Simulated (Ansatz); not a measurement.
Reaction (isomerisation): `C[SiH](N)[SiH2]N` → `CN[SiH](N)[SiH3]`

Computed with Ansatz on PBE0-D4/def2-TZVP structures; ΔE is electronic, products minus reactants. CCSD(T)/CBS adds triple-zeta CCSD(T) − MP2 to the extrapolated MP2 energy (def2 sets, frozen cores). DFT in def2-TZVPP. Each species was taken in one conformer, which may not be the lowest.

`C[SiH](N)[SiH2]N`:

Z-matrix (Å, degrees):
```
C
Si 1 1.871
H 1 1.092 2 111.1
H 1 1.093 2 110.5 3 120.3
H 1 1.094 2 110.9 3 -120.4
N 2 1.733 1 108.9 3 59.2
Si 2 2.353 1 113.4 3 -55.3
H 2 1.500 1 106.8 3 -176.6
H 6 1.009 2 117.5 1 -162.7
H 6 1.009 2 119.8 1 58.5
N 7 1.732 2 105.0 1 111.1
H 7 1.500 2 110.3 1 -13.7
H 7 1.490 2 113.3 1 -131.7
H 11 1.009 7 117.5 2 -43.2
H 11 1.008 7 120.1 2 177.2
```

`CN[SiH](N)[SiH3]`:

Z-matrix (Å, degrees):
```
C
N 1 1.445
H 1 1.097 2 113.6
H 1 1.095 2 111.1 3 121.9
H 1 1.093 2 109.3 3 -119.9
Si 2 1.715 1 124.9 3 91.8
H 2 1.008 1 113.9 3 -65.1
Si 6 2.356 2 116.1 1 -87.8
N 6 1.714 2 107.6 1 154.2
H 6 1.497 2 103.1 1 30.0
H 8 1.491 6 110.1 2 65.7
H 8 1.493 6 112.7 2 -174.3
H 8 1.491 6 111.2 2 -53.5
H 9 1.006 6 121.1 2 151.3
H 9 1.008 6 120.9 2 -58.6
```

| level | ΔE (eV) |
| --- | --- |
| B2PLYP | 0.63 |
| PBE0 | 0.62 |
| HF/def2-QZVPP | 0.56 |
| SCS-MP2/def2-QZVPP | 0.65 |

**Question.** What does CCSD(T)/CBS give? (Best estimate.)

**Answer.** The calculation gave: +0.66 eV. The listed levels differ from it by -0.03, -0.04, -0.10, -0.01 eV.

Largest T1 diagnostic among the species: 0.011.

In def2-TZVPP, CCSD(T) changes the Hartree–Fock value by +0.07 eV (the triples alone add +0.01 eV) and MP2 by +0.13 eV.
